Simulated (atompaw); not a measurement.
palladium (Pd): PAW (atompaw) pseudisation with PBE, scalar-relativistic reference atom.

```json
{
  "Element": "palladium",
  "Generator": "atompaw 4.2.0.5",
  "Type": "PAW",
  "Functional": "PBE",
  "Relativity": "scalar-relativistic",
  "Frozen core": "[Ar] 3d10 4s2",
  "Valence charge": "16",
  "Reference configuration": "4p6 4d7 5s0 5p0 (charge +3)",
  "Partial waves": "5s (bound, empty): rc 1.90 bohr; 5s channel at -1.45 Ry: rc 1.90 bohr; 4p (bound): rc 1.30 bohr; 5p (bound, empty): rc 1.90 bohr; 4d (bound): rc 1.90 bohr; 4d channel at -2.2 Ry: rc 1.90 bohr",
  "Local potential": "troulliermartins scheme with l = 3 at 1 Ry, radius 1.40 bohr",
  "Core correction": "smooth core density matched at 1.15 bohr",
  "Augmentation charge": "sinc compensation charge, radius 1.45 bohr; PAW radius 1.90 bohr; waves and projectors: custom polynom2 7 10 vanderbiltortho"
}
```

Calculated quality:

* Cutoffs needed: 180 Ry and over 300 Ry (the cutoffs (Ry, on a coarse ladder) from which the occupation-weighted sum of valence levels, in a spherical-Bessel basis at the reference potential, stays within 10 and 1 mRy of its value at 400 Ry)
* Ghost test: ghost state, extra bound levels that the all-electron valence spectrum of the same l lacks: s at -136.9 eV; a true bound ghost makes a file unfit for plane-wave use (spherical-Bessel basis up to 400 Ry, 20 bohr box)
* Lowest eigenvalue of the overlap operator: 0.37 (s channel)
* Overlap eigenvalues printed by atompaw (projector basis): 0.011, 0.839, 7.06, 569, 846, 1.89e+03
* Share of each valence orbital outside the PAW sphere: 5s 74 %, 4p 2 %, 5p 86 %, 4d 13 %

Generation and tests took about 2.8 s on one core of a shared server CPU.
